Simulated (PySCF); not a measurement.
Isomers of C6H5N, one GFN2-xTB conformer each. Single-point energies are computed at PBE0/pcSseg-1 (PySCF, gas phase, no added dispersion term), electronic only.

**Question.** Rank them by PBE0/pcSseg-1 energy, lowest first (kJ/mol).
A. `CC(C#N)=C1C=C1`
B. `C#C/C=C(\C)C#N`

**Answer.** B (0.0), A (60.8).

As drawn, the lower has a C≡C bond, which the higher lacks; the higher has a three-membered ring, which the lower lacks. GFN2-xTB itself gives, in the same order: 0.0, 75.8. Both levels put the same isomer lowest.

**Question.** Which frontier levels, dipoles and rotational constants go with these structures?

**Answer.** 
| SMILES | HOMO (eV, PBE0/pcSseg-1) | LUMO (eV) | dipole (D) | A, B, C (MHz) |
| --- | --- | --- | --- | --- |
| C#C/C=C(\C)C#N | -7.53 | -2.17 | 4.01 | 7724, 1489, 1258 |
| CC(C#N)=C1C=C1 | -6.54 | -1.32 | 6.13 | 4776, 2086, 1465 |
